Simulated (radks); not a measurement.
Values are calculated unless marked as measured or tabulated.
Species: S I. Configuration: [Ne] 3s2 3p4. Level of theory: Dirac Kohn-Sham, PBE, spin-unpolarised, spherical densities, finite nucleus; open shells fill j = l - 1/2 first; Fermi nuclear charge, rms radius 3.2611 fm (a radial shooting solver on a logarithmic mesh with Libxc functionals).

Normalised radial functions P(r) = r R(r) (large component), r in bohr:

```
   r/bohr * 2s1/2, o 2p3/2 (the largest magnitude, 1.51, reaches the edge; | marks zero, & curves that meet)
 0.006565                             o   *
 0.009485                             o    *
  0.01381                             o      *
  0.01996                             |o       *
  0.02884                             | o        *
  0.04167                             |  o        *
   0.0602                             |    o      *
  0.08698                             |        &
   0.1257                             |*            o
    0.183                   *         |                   o
   0.2645       *                     |                        o
   0.3821  *                          |                        o
   0.5521      *                      |                   o
   0.7977                 *           |          o
    1.153                         *   |   o
    1.665                            *|o
    2.425                             &
    3.504                             &
    5.063                             &
    7.315                             &
```

2s1/2: eigenvalue -211.66 eV, 1 radial node at r = 0.132 bohr, <r> = 0.479 bohr, 90 % of the charge inside 0.751 bohr. 2p3/2: eigenvalue -156.03 eV, 0 radial nodes, <r> = 0.443 bohr, 90 % of the charge inside 0.738 bohr.
